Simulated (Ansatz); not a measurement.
Si17H24, a nanocrystal cut from cubic silicon, relaxed as a singlet with RKS PBE-D4/def2-SVP in Ansatz, starting from the GFN2-xTB geometry. Force threshold 0.03 eV/Å.

Single mean-field runs in def2-SVP are fitted with def2-universal-jkfit.

Start:

```xyz
41

Si    3.7029   -2.3804   -1.0722
Si    0.0547   -0.7622   -3.0461
Si   -2.6958   -0.3591    3.0307
Si   -2.8390    0.1299   -0.7229
Si    0.3552   -1.4167    0.8219
Si    2.5137    1.2874   -0.9025
Si   -0.5701    2.3155    1.3742
Si   -0.6530    2.8852   -2.4582
Si    2.1578   -2.8924    0.5812
Si   -0.9404   -1.8745    2.7323
Si   -1.0566   -1.3680   -1.0893
Si    4.3422   -0.1531   -1.0800
Si    1.0605    1.3223   -2.7509
Si   -4.0956   -0.4333    1.1612
Si   -1.8081    1.7885    3.2856
Si   -1.8953    2.2851   -0.5737
Si    1.1931    0.8076    0.9858
H     4.8667   -3.2782   -1.0447
H     3.0777   -2.6755   -2.3714
H    -0.8980   -0.6933   -4.1634
H     1.0139   -1.7832   -3.4840
H    -3.4662   -0.7149    4.2382
H    -3.7050    0.1088   -1.9181
H     3.0112    2.6702   -0.7434
H     0.0091    3.6665    1.5067
H    -1.5088    2.9696   -3.6510
H    -0.1221    4.2494   -2.3335
H     1.6419   -4.2633    0.4476
H     2.8600   -2.9151    1.8761
H    -1.4427   -3.2543    2.6742
H    -0.0572   -1.8840    3.9072
H    -1.6189   -2.7246   -1.2255
H     5.1713    0.1765   -2.2487
H     5.2575    0.0742    0.0501
H     1.8531    1.6596   -3.9482
H    -4.7194   -1.7565    1.0170
H    -5.2528    0.4569    1.3259
H    -2.8728    2.7774    3.5099
H    -0.9968    1.8969    4.5066
H    -3.0029    3.2388   -0.3741
H     2.0752    0.8166    2.1694
```

(1) Estimate the energy that the relaxation releases and the steps that it takes.

(2) Does the start keep its bonding and symmetry?

(3) Predict the relaxed structure.

Answers

(1) 13.0 kcal/mol, in 6 steps; 32 s on 2 threads of AMD EPYC 7R13 on a shared host and a share (18 GiB) of an NVIDIA H100 80GB HBM3. The force fell under the threshold at step 4, but the optimiser went on and released 0.002 eV more. No frequencies were taken in this run, so the end may be a saddle point.

(2) By distances, no bond broke or formed. The bond that changes most is Si1–Si12, from 2.32 to 2.36 Å (atoms count from 1).

(3) 
```tsv
atom	x (Å)	y (Å)	z (Å)
Si1	3.619	-2.372	-1.118
Si2	0.057	-0.816	-3.062
Si3	-2.662	-0.369	3.019
Si4	-2.817	0.127	-0.784
Si5	0.337	-1.358	0.792
Si6	2.471	1.355	-0.864
Si7	-0.520	2.350	1.356
Si8	-0.656	2.868	-2.447
Si9	2.120	-2.886	0.628
Si10	-0.903	-1.905	2.717
Si11	-1.069	-1.424	-1.087
Si12	4.300	-0.116	-1.045
Si13	1.067	1.288	-2.750
Si14	-4.067	-0.429	1.131
Si15	-1.768	1.795	3.274
Si16	-1.911	2.286	-0.541
Si17	1.224	0.802	1.053
H18	4.839	-3.254	-1.005
H19	2.962	-2.659	-2.443
H20	-0.960	-0.691	-4.171
H21	1.069	-1.855	-3.470
H22	-3.458	-0.733	4.252
H23	-3.704	0.106	-2.009
H24	2.987	2.770	-0.726
H25	0.064	3.738	1.490
H26	-1.549	2.894	-3.664
H27	-0.061	4.243	-2.263
H28	1.577	-4.283	0.448
H29	2.875	-2.843	1.934
H30	-1.456	-3.303	2.580
H31	0.019	-1.877	3.911
H32	-1.650	-2.814	-1.212
H33	5.117	0.208	-2.271
H34	5.178	0.075	0.167
H35	1.873	1.648	-3.977
H36	-4.652	-1.811	0.977
H37	-5.202	0.549	1.307
H38	-2.888	2.789	3.463
H39	-0.883	1.840	4.495
H40	-3.046	3.267	-0.349
H41	2.129	0.798	2.264
```
Bond lengths: 22 × Si–Si 2.35 to 2.36 Å; 24 × H–Si 1.51 Å.
